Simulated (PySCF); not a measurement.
ClRb, charge -1, multiplicity 2. Atoms are numbered in the order given.

```xyz
2

Rb     0.0000     0.0000    -0.9518
Cl     0.0000     0.0000     2.0715
```
Charge -1, spin multiplicity 2.

Geometry: PBE-D3(BJ)/def2-TZVPD. The multiplicity is an assumed one; other spin states were not compared. The def2 effective core potentials stand for the cores of Rb; spin–orbit coupling is left out.

All values below come from CAM-B3LYP/def2-TZVPD in PySCF.

Mulliken values depend strongly on the basis, most of all with diffuse functions as here. ESP charges are fitted to the potential on shells at 1.4 to 2.0 van der Waals radii. Atomic charges (e):

```tsv
atom	ESP fit	Mulliken	Mulliken spin
Rb1	(withheld)	-0.05	1.01
Cl2	(withheld)	-0.95	-0.01
```

### Question
Some entries are withheld; supply them. (The exact figures need the calculation; the answer reports its results.)

### Answer

- Rb1, ESP fit: -0.48
- Cl2, ESP fit: -0.52
